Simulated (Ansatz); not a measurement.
Reaction (cleavage of the Si–Si bond): `C[SiH2][SiH](F)Cl` + `[NH2][ZnH]` → `C[SiH2][NH][ZnH]` + `F[SiH2]Cl`

Calculated with Ansatz (gas phase, PBE0-D4/def2-TZVP geometries, no zero-point term in ΔE). CCSD(T)/CBS is the MP2 limit (def2-TZVPP, def2-QZVPP) plus CCSD(T) − MP2 in def2-TZVPP, frozen cores. This one scheme is used for every species. DFT in def2-TZVPP. B3LYP here is the variant with VWN-RPA as its local correlation; programs differ in this. For Zn outer-core shells are correlated without core-valence functions, which leaves a few kJ/mol of doubt a bond. Scalar relativity is left out up to krypton. One conformer a species, not always the lowest.

`C[SiH2][SiH](F)Cl`:

Cartesian coordinates in Å:
```
C -1.235 -1.174 -0.225
Si -0.024 -0.281 0.888
Si 1.126 1.357 -0.325
F 0.101 2.458 -0.870
Cl 1.989 0.463 -1.962
H -0.713 -1.627 -1.071
H -1.983 -0.482 -0.616
H -1.752 -1.964 0.324
H 1.003 -1.210 1.435
H -0.715 0.375 2.033
H 2.202 2.085 0.388
```

`[NH2][ZnH]`:

Cartesian coordinates in Å:
```
N 0.208 0.239 0.773
Zn -0.453 -0.230 -0.853
H 0.787 1.060 0.863
H 0.556 -0.471 1.399
H -1.099 -0.598 -2.182
```

`C[SiH2][NH][ZnH]`:

```xyz
11

C     0.124    0.499   -1.368
Si    0.938    0.449    0.315
N    -0.058   -0.460    1.373
Zn   -1.643   -1.259    0.960
H     0.005   -0.505   -1.785
H     0.735    1.074   -2.070
H    -0.859    0.977   -1.324
H     1.145    1.851    0.794
H     2.305   -0.141    0.174
H     0.272   -0.562    2.323
H    -2.965   -1.923    0.607
```

`F[SiH2]Cl`:

Cartesian coordinates in Å:
```
F 1.037 0.779 -0.925
Si -0.076 0.091 -0.023
Cl 0.667 -1.650 0.727
H -1.239 -0.217 -0.878
H -0.389 0.997 1.098
```

| level | ΔE (kJ/mol) | difference from CCSD(T)/CBS |
| --- | --- | --- |
| PBE-D4 | -48.0 | 25.0 |
| r2SCAN-D4 | -65.9 | 7.1 |
| PBE0-D4 | -56.9 | 16.1 |
| B3LYP-D4 | -66.7 | 6.3 |
| ωB97X-V | -67.7 | 5.3 |
| ωB97M-V | -73.5 | -0.5 |
| B2PLYP | -74.0 | -1.0 |
| PBE | -48.2 | 24.8 |
| r2SCAN | -66.2 | 6.8 |
| PBE0 | -57.4 | 15.6 |
| B3LYP | -67.0 | 6.0 |
| HF/def2-TZVPP | -90.2 | -17.2 |
| MP2/def2-TZVPP | -82.6 | -9.6 |
| SCS-MP2/def2-TZVPP | -84.3 | -11.3 |
| CCSD/def2-TZVPP | -77.7 | -4.7 |
| CCSD(T)/def2-TZVPP | -75.9 | -2.9 |
| HF/def2-QZVPP | -91.5 | -18.5 |
| MP2/def2-QZVPP | -81.4 | -8.4 |
| SCS-MP2/def2-QZVPP | -83.1 | -10.1 |
| HF/CBS(def2) | -91.7 | -18.7 |
| MP2/CBS(def2) | -79.8 | -6.8 |
| CCSD/CBS(def2) | -74.8 | -1.8 |
| CCSD(T)/CBS | -73.0 | 0 |

Largest T1 diagnostic among the species: 0.016.

From PBE to PBE0 (25 % exact exchange), in def2-TZVPP and without D4, ΔE moves by −9.2 kJ/mol. In def2-TZVPP, CCSD(T) changes the Hartree–Fock value by +14.3 kJ/mol (the triples alone add +1.8 kJ/mol) and MP2 by +7.6 kJ/mol.
